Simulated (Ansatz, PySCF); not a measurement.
Reaction (SMILES): C[Si](C)(C)Cl + 4 [H][H] (H2) -> 3 C (CH4) + Cl (HCl) + [SiH4] (SiH4)
Each molecule is optimised on its own at B3LYP-D3(BJ)/def2-TZVP (Ansatz, a quantum-chemistry and plane-wave program). Frequencies are from Ansatz or PySCF.

Quantity: energy of full hydrogenation (enthalpy at 298 K, with B3LYP-D3(BJ) rigid-rotor harmonic-oscillator terms), in kcal/mol. Valence correlation only, unless marked. Spin-orbit coupling is left out. Non-relativistic. CBS marks a two-point X^-3 extrapolation of the correlation energy; Hartree-Fock from the larger set.

Level to compare with: CCSD(T)/CBS(cc-pV(T+d)Z,cc-pV(Q+d)Z) (Ansatz), 15.0 kcal/mol. It is a level with limits of its own, and the differences hold the functionals' basis error too.

Task: Rank these functionals by how close they come to CCSD(T)/CBS(cc-pV(T+d)Z,cc-pV(Q+d)Z), closest first: BLYP/def2-TZVPD (Ansatz); PBE/def2-TZVPD (Ansatz); revPBE/def2-TZVPD (Ansatz).

Result: PBE/def2-TZVPD (GGA, 10.6 kcal/mol, difference -4.4), revPBE/def2-TZVPD (GGA, 8.0 kcal/mol, difference -7.0), BLYP/def2-TZVPD (GGA, 3.7 kcal/mol, difference -11.3)
